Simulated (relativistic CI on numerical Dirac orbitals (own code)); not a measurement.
Ligand-field terms of d6

Computed with a parametric ligand-field model of a d^n configuration (Racah B and C, spin-orbit zeta, crystal field), exact diagonalisation.

Field parameters in Wybourne normalisation: Oh B⁴₀ = 21Dq, B⁴₄ = √(5/14) B⁴₀; Td as Oh with Dq negative (B⁴₀ = 21Dq, B⁴₄ = √(5/14) B⁴₀). The field is a parameter set, without covalency.

Question: Lowest levels for B = 420, C = 1710, ζ = 3350 cm⁻¹, Oh, 10Dq = 31100 cm⁻¹?

Answer: A1 0 (S 0.13), E 24243 (S 1.03), T2 25038 (S 0.99), T1 25374 (S 0.90), A1 29430 (S 1.02), T1 29860 (S 0.94), E 30998 (S 1.00), T2 31933 (S 1.02), T1 32657 (S 0.52) cm⁻¹, with S from ⟨S²⟩ = S(S + 1). The ground level has 0.09 electrons in the cubic e pair; its S is far from a half-integer, so spin-orbit coupling mixes spin states.

Question: Lowest levels for B = 890, C = 3690, ζ = 280 cm⁻¹, Oh, 10Dq = 30250 cm⁻¹?

Answer: A1 0 (S 0.00), E 19786 (S 1.00), T2 19789 (S 1.00), T1 19977 (S 1.00), A1 20083 (S 1.00), T1 25606 (S 1.00), E 25638 (S 1.01), T2 25843 (S 1.01), A2 25955 (S 1.00) cm⁻¹, with S from ⟨S²⟩ = S(S + 1). The ground level has 0.04 electrons in the cubic e pair.

Question: Lowest levels for B = 420, C = 2110, ζ = 130 cm⁻¹, Td, 10Dq = -8700 cm⁻¹?

Answer: A1 0 (S 2.00), T1 3 (S 2.00), E 6 (S 2.00), T2 9 (S 2.00), A2 12 (S 2.00), T2 3404 (S 1.00), E 3408 (S 1.00), T1 3521 (S 1.00), A1 3573 (S 1.00) cm⁻¹, with S from ⟨S²⟩ = S(S + 1). The ground level has 3.00 electrons in the cubic e pair.

Question: Lowest levels for B = 830, C = 4290, ζ = 750 cm⁻¹, Td, 10Dq = -5600 cm⁻¹?

Answer: A1 0 (S 2.00), T1 40 (S 2.00), E 79 (S 2.00), T2 135 (S 2.00), A2 194 (S 2.00), T2 5208 (S 2.00), T1 5613 (S 2.00), E 5638 (S 2.00), T2 6154 (S 2.00) cm⁻¹, with S from ⟨S²⟩ = S(S + 1). The ground level has 2.98 electrons in the cubic e pair.

Question: Lowest levels for B = 1020, C = 4230, ζ = 280 cm⁻¹, Oh, 10Dq = 36350 cm⁻¹?

Answer: A1 0 (S 0.00), E 24350 (S 1.00), T2 24353 (S 1.00), T1 24542 (S 1.00), A1 24646 (S 1.00), T1 31103 (S 1.00), E 31132 (S 1.00), T2 31334 (S 1.00), A2 31440 (S 1.00) cm⁻¹, with S from ⟨S²⟩ = S(S + 1). The ground level has 0.04 electrons in the cubic e pair.
